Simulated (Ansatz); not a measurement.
Mulliken charges of BClFH$_{2}$N, SMILES `NB(F)Cl` from ωB97M-V/def2-TZVPP in Ansatz (PBE0-D4/def2-TZVP geometry).

| atom | x (Å) | y (Å) | z (Å) | charge (e) |
| --- | --- | --- | --- | --- |
| N1 | 0.004 | 0.771 | 0.026 | -0.221 |
| B2 | 0.055 | -0.615 | 0.063 | 0.354 |
| F3 | 0.565 | -1.246 | 1.115 | -0.251 |
| Cl4 | -0.553 | -1.589 | -1.279 | -0.168 |
| H5 | -0.374 | 1.279 | -0.753 | 0.143 |
| H6 | 0.346 | 1.336 | 0.783 | 0.143 |

Task: By hand: the dipole of these point charges (1 e Å = 4.8032 D).

Result: Σ q r = (-0.034, 0.566, -0.044) e Å, of length 0.569 e Å = 2.73 D.

Task: How does the dipole of the full density compare? (An estimate is asked.)

Result: The calculation gave: (-0.009, 0.576, 0.010) e Å, 2.77 D; the point charges give 0.99 times that, at 6° from its direction.

Point charges leave out the atoms' own dipoles, such as those of lone pairs, and Mulliken's split depends on the basis, so the close match here is no proof of good charges.
